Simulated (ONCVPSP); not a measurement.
Which change was made? (B, ONCV)

```json
{"Element": "boron", "Generator": "ONCVPSP 4.0.1", "Type": "optimised norm-conserving Vanderbilt (ONCV)", "Functional": "PW91", "Relativity": "scalar-relativistic", "Frozen core": "[He]", "Valence charge": "3", "Reference configuration": "2s2 2p0.5 (charge +0.5)", "Partial waves": "2s: rc 1.05 bohr, ncon 5, nbas 9, qcut 5.6 1/bohr, local; 2p: rc 3.60 bohr, ncon 4, nbas 8, qcut 3.9 1/bohr, 2 projectors, debl 3.1 Ha; d scattering state at 0.41 Ha: rc 3.55 bohr, ncon 3, nbas 6, qcut 2.3 1/bohr, 2 projectors, debl 3.8 Ha", "Local potential": "the s channel", "Core correction": "Teter function fitted to the true core (icmod 2), fcfact 0.2"}
```

Cutoffs, loose and tight: the cutoffs (Ha) at which the residual kinetic energy of the hardest occupied pseudo-wave falls to 1 and 0.1 mHa per electron. They do not see the model core or the augmentation charge, which bear on the density cutoff. Test errors are all-electron minus pseudo excitation energies from the reference, over the configurations 2s2 2p1; 2s2 2p0; 2s1 2p0; 2s0 2p3; variants that change the core or the reference have their own tests.

The base gives: outcome: generated; cutoff, loose: 86 Ha; cutoff, tight: 191 Ha; bound ghosts: none; GHOST(+) flags above zero: p, d; largest test error (meV): +297.

(1) After one change the result is: outcome: failed: optimize: ERROR ps0norm > uunorm, code will stop. Which change was it?
A. s: ncon 3, nbas 7
B. s: rc 1.02
C. reference 2s1.5 2p1.5
D. p: qcut 2.8
E. p: qcut 4.8

Answers

(1) B. The others give: p: qcut 2.8 → outcome: generated; cutoff, loose: 86 Ha; cutoff, tight: 191 Ha; bound ghosts: none; GHOST(+) flags above zero: d; largest test error (meV): +460 | s: ncon 3, nbas 7 → outcome: generated; cutoff, loose: 12 Ha; cutoff, tight: 17 Ha; bound ghosts: none; GHOST(+) flags above zero: p, d; largest test error (meV): +297 | reference 2s1.5 2p1.5 → outcome: generated; cutoff, loose: 77 Ha; cutoff, tight: 190 Ha; bound ghosts: none; GHOST(+) flags above zero: d; largest test error (meV): +746 | p: qcut 4.8 → outcome: generated; cutoff, loose: 86 Ha; cutoff, tight: 191 Ha; bound ghosts: none; GHOST(+) flags above zero: d; largest test error (meV): +234.
